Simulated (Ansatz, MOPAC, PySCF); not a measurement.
Dimer: selenium dioxide (SMILES O=[Se]=O) (first 3 atoms) with C2H4 (SMILES C=C); geometry from B3LYP-D3(BJ)/def2-TZVP.
(charge 0, multiplicity 1):
```json
[
 {"atom": "O", "x (Å)": "1.1723", "y (Å)": "-0.9372", "z (Å)": "1.0497"},
 {"atom": "Se", "x (Å)": "-0.2747", "y (Å)": "-0.3014", "z (Å)": "1.3751"},
 {"atom": "O", "x (Å)": "-0.3172", "y (Å)": "1.3035", "z (Å)": "1.2132"},
 {"atom": "C", "x (Å)": "0.6530", "y (Å)": "-0.2393", "z (Å)": "4.4194"},
 {"atom": "C", "x (Å)": "-0.6056", "y (Å)": "0.1483", "z (Å)": "4.6003"},
 {"atom": "H", "x (Å)": "0.9777", "y (Å)": "-1.2480", "z (Å)": "4.6431"},
 {"atom": "H", "x (Å)": "1.4073", "y (Å)": "0.4388", "z (Å)": "4.0397"},
 {"atom": "H", "x (Å)": "-0.9259", "y (Å)": "1.1576", "z (Å)": "4.3728"},
 {"atom": "H", "x (Å)": "-1.3591", "y (Å)": "-0.5286", "z (Å)": "4.9847"}
]
```

Monomers are frozen at their geometry in the pair; levels with a basis set take the counterpoise correction. Rows marked so take none.

Rows in STO-3G carry no dispersion term and start afresh at each structure; the Pople sets are all-electron and without relativity. The state reached by AM1, PM7 isn't checked; PM7 holds dispersion and hydrogen-bond terms.

The values were computed with Ansatz (Gaussian orbitals); MOPAC for AM1, PM7 (differences of heats of formation); PySCF for STO-3G rows, the dispersion terms. Values without a source in brackets are computed.

**Question.** One of these levels gives -203.3 meV for the interaction energy. Which?
(A) PM7
(B) HF/STO-3G (no counterpoise)
(C) PBE-D4/def2-TZVPPD
(D) AM1

**Answer.** C, PBE-D4/def2-TZVPPD. The others give 3.0 (AM1), -11.5 (PM7), 61.9 (HF/STO-3G (no counterpoise))

Ansatz is a program for electronic structure.
